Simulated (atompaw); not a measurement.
**Scattering properties, PAW (atompaw) potential for sulfur (S)**

* Element: sulfur (S)
* Generator: atompaw 4.2.0.5
* Type: PAW
* Functional: PBE
* Relativity: scalar-relativistic
* Frozen core: [Ne]
* Valence charge: 6
* Reference configuration: 3s2 3p1 (charge +3)
* Partial waves: 3s (bound): rc 1.40 bohr; 3s channel at -3.1 Ry: rc 1.40 bohr; 3p (bound): rc 1.40 bohr; 3p channel at -1.35 Ry: rc 1.40 bohr
* Local potential: bessel scheme, radius 1.15 bohr
* Core correction: smooth core density matched at 0.70 bohr
* Augmentation charge: sinc compensation charge, radius 1.30 bohr; PAW radius 1.40 bohr; waves and projectors: custom rrkj gramschmidtortho

The phase is arctan(r·u′/u) with u = r·R(r), unwrapped; energies in Ry, scanned from -6 to 5 Ry. A pole is an energy at which the radial function vanishes at the test radius. The pseudo phase is shifted by a multiple of π to meet the all-electron one at the reference energy, and phase errors are pseudo minus all-electron; the curves can meet again beyond the range given. Levels narrower than the energy grid can be missing from the lists of poles.

| channel | radius (bohr) | reference energy (Ry) | poles, all-electron | poles, pseudo | unbroken range about the reference energy with phases within 0.05 rad | phase error 1 Ry above the reference energy (rad) |
| --- | --- | --- | --- | --- | --- | --- |
| s | 1.40 | -3.84 | 3.26 | 3.12 | the whole range | -0.000 |
| p | 1.40 | -2.96 | 4.15 | 4.03 | the whole range | -0.000 |

Phases in the s channel:

| E (Ry) | all-electron | pseudo |
| --- | --- | --- |
| -6.00 | 0.855 | 0.855 |
| -5.52 | 0.728 | 0.728 |
| -5.04 | 0.551 | 0.550 |
| -4.56 | 0.302 | 0.302 |
| -4.08 | -0.018 | -0.018 |
| -3.60 | -0.365 | -0.365 |
| -3.12 | -0.668 | -0.668 |
| -2.64 | -0.895 | -0.895 |
| -2.16 | -1.056 | -1.056 |
| -1.68 | -1.172 | -1.172 |
| -1.20 | -1.258 | -1.258 |
| -0.72 | -1.323 | -1.323 |
| -0.24 | -1.375 | -1.375 |
| 0.24 | -1.416 | -1.417 |
| 0.72 | -1.451 | -1.452 |
| 1.20 | -1.480 | -1.482 |
| 1.68 | -1.505 | -1.507 |
| 2.16 | -1.528 | -1.530 |
| 2.64 | -1.548 | -1.551 |
| 3.12 | -1.566 | -1.571 |
| 3.60 | -1.583 | -1.589 |
| 4.08 | -1.598 | -1.607 |
| 4.56 | -1.613 | -1.625 |
